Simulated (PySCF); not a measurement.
isocyanic acid (CHNO), SMILES O=C=N. Atoms are numbered in the order given.

```xyz
4

N     -0.1225    -1.1550     0.0000
C      0.0194     0.0448     0.0000
O      0.0148     1.2056     0.0000
H      0.6225    -1.8285     0.0000
```
Charge 0, spin multiplicity 1.

Coordinates come from a PBE0-D3(BJ)/def2-TZVP optimisation.

Calculation: B3LYP/def2-TZVPD (PySCF).

ESP charges are fitted to the potential on shells at 1.4 to 2.0 van der Waals radii. Atomic charges (e):

```
atom  ESP fit  meta-Löwdin
----  -------  -----------
N1      -0.59        -0.45
C2       0.57         0.51
O3      -0.33        -0.34
H4       0.35         0.28
```
